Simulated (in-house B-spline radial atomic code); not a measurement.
# Binding energies in K4+

NIST's tabulated ground configuration is [Ne] 3s2 3p3; each binding energy is the energy of the ion with one electron taken from that subshell, relaxed, less that of the parent. All numbers are computed (Dirac-Hartree-Fock, average of configuration; Fermi nucleus of rms radius 3.4349 fm) with a B-spline radial code for spherical atoms, not measured. Energies include first-order Breit, QED and recoil terms.

| subshell | X-ray name | binding energy (eV) | -ε (eV) | relaxation (eV) |
| --- | --- | --- | --- | --- |
| 1s | K | 3685.8 | 3717.0 | 27.2 |
| 2s | L1 | 454 | 460.6 | 6.4 |
| 3s | M1 | 98.35 | 99.05 | 0.66 |
| 3p | M2,3 | 79.01 | 79.62 | 0.59 |

Relaxation = -ε minus the binding energy without Breit, QED and recoil terms.

**Question.** What does it cost to remove both a 2s and a 3p electron?

**Answer.** 556.64 eV, which is 23.65 eV more than the two single binding energies together.

**Question.** What does it cost to remove both a 1s and a 3p electron?

**Answer.** 3790.5 eV, which is 25.67 eV more than the two single binding energies together.
